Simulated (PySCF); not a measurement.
CH₃AlCl₂S, SMILES C[S][Al]([Cl])[Cl].

Coordinates come from a B3LYP-D3(BJ)/def2-SVP optimisation. One conformer was computed; it need not be the lowest.

Computed with PBE/def2-TZVP (PySCF).

Symmetry labels are those of the subgroup Cs that the program uses (full group Cs).

Computed valence orbital energies around the gap with their symmetry:
```
orbital  symmetry  energy (eV)
-------  --------  -----------
HOMO−7         A'        -9.76
HOMO−6         A'        -9.29
HOMO−5         A"        -8.53
HOMO−4         A'        -8.38
HOMO−3         A"        -8.13
HOMO−2         A'        -7.90
HOMO−1         A'        -7.52
HOMO           A"        -6.41
LUMO           A'        -1.81
LUMO+1         A"        -1.60
LUMO+2         A'        -1.06
LUMO+3         A'         0.72
```
